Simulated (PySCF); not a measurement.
Calculation: B3LYP-D3(BJ)/def2-TZVP in PySCF 2.14.0. Gas-phase values, no solvent. B3LYP has the VWN-RPA correlation part, as in Gaussian. 

Reference species (SMILES): `[SiH3]Cl` (neutral, multiplicity 1).

| Item | Result |
|---|---|
| dipole moment | 1.32 D |

Changed species: `C[SiH2]Cl` (whole molecule; the reference has whole molecule).

Predict the effect on the dipole moment.

the dipole moment rises by 0.56 D, to 1.88 D.
